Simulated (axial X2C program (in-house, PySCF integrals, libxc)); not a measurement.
How long does YGe take?

A bond scan computed with an axial X2C code built on PySCF integrals. Basis: Y dyall-cv3z [11s12p9d6f3g], Ge dyall-cv3z [9s9p7d4f1g] (cores contracted in-house).

The run was started with this input:
```json
{"zs": [39, 32], "q": 0, "bas": ["dyall-cv3z", "dyall-cv3z"], "levels": ["PBE0", "HF", "PBEsol"], "cc": true, "r0": 2.84, "thr": -1.0, "nmax": 90, "npts": 10, "nst": 2, "ntry": 6}
```
```bash
python so2c.py task.json out
```

Keys: zs atomic numbers; q charge; bas basis sets; levels methods; cc coupled cluster on or off; r0 starting distance in Å; thr threshold in hartree for freezing inner shells (an s shell follows its p shell); nmax most natural virtual spinors; npts points on the curve; nst determinants followed; ntry starts of the search. HF also brings MP2.

Hardware: 1 thread of Arm Neoverse V1 (shared host).

Wall time of one point of each curve, integrals apart:

```json
{"Hamiltonian": "spin-free", "level": "PBE0", "points": "10", "seconds a point": "1.2"}
{"Hamiltonian": "spin-free", "level": "HF", "points": "10", "seconds a point": "0.81"}
{"Hamiltonian": "spin-free", "level": "CCSD(T) (7 electrons, 90 virtuals)", "points": "7", "seconds a point": "3.5"}
{"Hamiltonian": "spin-free", "level": "PBEsol", "points": "10", "seconds a point": "0.64"}
{"Hamiltonian": "2c", "level": "PBE0", "points": "10", "seconds a point": "2"}
{"Hamiltonian": "2c", "level": "HF", "points": "10", "seconds a point": "2.4"}
{"Hamiltonian": "2c", "level": "CCSD(T) (7 electrons, 90 virtuals)", "points": "7", "seconds a point": "6.1"}
{"Hamiltonian": "2c", "level": "PBEsol", "points": "10", "seconds a point": "0.83"}
```

The rest:

Search with its distance optimisation 100 s, atoms 15 s, whole task 280 s. Coupled cluster runs on the points near the minimum only. The program drops outer points, and coupled cluster, when its time limit (not in the input) nears; MP2, further determinants and curves that did not converge are not in the table.
